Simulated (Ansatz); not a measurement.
Basis-set extrapolation for B2H4SSi (PBE0-D4/def2-TZVP geometry, frozen core, Ansatz 0.2.0). Multiplicity 1, RHF reference.

|  | def2-TZVPP | def2-QZVPP |
| --- | --- | --- |
| HF | -738.118767 | -738.140591 |
| MP2 correlation | -0.516064 | -0.552982 |
| CCSD(T) correlation | -0.589665 | not run |

Energies in hartree. Use E(X) = E(∞) + A·exp(−7.88·√X) for Hartree–Fock and E(X) = E(∞) + B·X^(−2.97) for correlation, with X = 3 and 4, and add CCSD(T) minus MP2 of the smaller set to the MP2 limit.

Problem. What is the CCSD(T) energy at the basis-set limit?

Solution. HF limit: -738.140591 + (-0.021824) × 0.13774 = -738.14360. MP2 limit: -0.552982 + (-0.036918) × 0.74074 = -0.58033. Higher-order term: -0.589665 − (-0.516064) = -0.07360. Total: -738.79753 hartree, 2.42 eV below CCSD(T)/def2-TZVPP.
